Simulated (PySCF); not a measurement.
# Identify the compound

An unknown has the formula C₆H₁₀O₂P₂. Its calculated NMR data are:

1H NMR (300 MHz, computed): δ 6.28 (m, 1H), 5.67 (m, 1H), 4.48 (s, 3H), 2.60 (m, 2H), 2.05 (m, 3H).

13C{1H} NMR (computed): δ 171.0 (C), 137.7 (C), 137.6 (CH), 112.5 (CH), 60.9 (CH3), 13.3 (CH3).

Computed data (PySCF): shielding tensors at PBE0/pcSseg-1 (GIAO), coordinates at the GFN2-xTB level. Single conformer, rapidly exchanging positions averaged, non-relativistic Hamiltonian, in vacuum.

δ = σ(ref) − σ, references computed at the same level: 1H (31.72 ppm) and 13C (186.93 ppm) against TMS.

**Question.** Propose a structure and justify it.

**Answer.** 
6 carbon signals for 6 carbons: no two carbons are equivalent. Carbon types of the structure: 2 × C, 2 × CH, 2 × CH3, leaving 2 H on heteroatoms. δC 171.0: alkene carbon bearing oxygen; an sp2 carbon further deshielded by the attached heteroatom. δC 137.7: fully substituted alkene carbon; as expected for a trigonal carbon in a double bond. δC 137.6: alkene CH; as expected for a trigonal carbon in a double bond. δC 112.5: β carbon of an enol-ether or enamine type C=C; the O or N lone pair pushes π density onto this β carbon and shields it. δC 60.9: methyl carbon bonded to O; the inductive effect lowers its shielding. δH 6.28: hydrogen on an alkene CH; attached to an sp2 carbon and in the plane of the double bond. δH 2.05: hydrogen on an allylic methyl carbon; allylic position.

Structure: `COC1=CC=C(C)[P@@]1(=O)P`.

This is the structure that produced the data.

Splittings by 31P in the carbon and heteronuclear signals aren't shown, as no couplings were computed. Shifts are as computed. Against solution values, carbons near 30 ppm lie about +3 ppm off and those near 130 ppm about +5 ppm. Of 1211 compounds with measured shifts, 218 miss one by over three times the rms of a fit or turn the order of signals round; such compounds aren't used in these exercises. Multiplicities follow the n + 1 count of equivalent neighbours, as no J values were calculated; m marks all less simple cases, F and P coupling included.
